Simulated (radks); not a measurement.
Results of a calculation; reference values are marked as such.
Excited configurations of neutral potassium: one electron is placed in a higher orbital outside [Ar]. The ground configuration is [Ar] 4s1. Code: a radial shooting solver on a logarithmic mesh with Libxc functionals. Model: Dirac Kohn-Sham, LDA (Slater exchange, Perdew-Wang correlation), spin-unpolarised, spherical densities, finite nucleus; open shells are shared between the two j in proportion to 2j + 1; Fermi nuclear charge, rms radius 3.4349 fm. Excitation = E - E(ground); binding = E(ion) - E, where the ion is the core of charge +1; n* = 1/sqrt(2 binding) in atomic units, and the quantum defect is n - n*. Eigenvalue and <r> are those of j = l + 1/2.

outer orbital  excitation (eV)  binding (eV)  quantum defect  <r> (bohr)
3d                       2.511         1.893           0.319       7.920
5s                       2.484         1.920           2.338       11.25
5f                       3.780         0.624           0.329       30.03
6s                       3.319         1.085           2.459       20.29
6p                       3.528         0.876           2.059       24.49
7f                       4.065         0.339           0.665       62.72

The Delta-SCF ionisation energy is 4.404 eV (NIST Atomic Spectra Database: 4.341 eV, measured). Self-interaction in the functional shifts the binding energies and quantum defects, so they are the method's values and not measured ones. Spin polarisation and multiplet splitting are left out, so open shells lie too high by an amount that depends on their filling.

Beside tabulated values, note that spin-unpolarised runs miss the spin-polarisation part of the exchange energy of open shells.
